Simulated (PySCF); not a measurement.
## Excitation energy of Sb²⁺ by level of theory

Sb²⁺ [Kr] 4d10 5s2 5p1 (2P) → Sb²⁺ [Kr] 4d10 5s2 5d1 (2D), as a difference of total energies. All numbers are calculated (PySCF 2.14, scalar relativity through the core potential, in aug-cc-pwCVDZ-PP with ECP28MDF). Correlated levels: valence: 4s2 4p6 4d10 frozen; valence and next inner shell: nothing frozen outside the core potential. The calculations carry no spin-orbit coupling.

| method | excitation energy (eV) |
| --- | --- |
| UHF | 11.270 |
| LDA | 10.691 |
| PBE | 10.447 |
| PBE0 | 10.736 |
| r2SCAN | 10.845 |
| BLYP | 10.410 |
| HSE06 | 10.718 |
| M06-L | 10.497 |
| PBEsol | 10.542 |
| MP2 (valence) | 11.139 |
| SCS-MP2 (valence) | 11.100 |
| MP2 (valence and next inner shell) | 11.230 |
| SCS-MP2 (valence and next inner shell) | 11.151 |

How much does correlation contribute at MP2 (valence and next inner shell)?

11.230 − (11.270) = -0.040 eV, measured against UHF.

The promoted electron is Rydberg-like, and one or two diffuse shells describe it only roughly, which tends to raise the upper state.
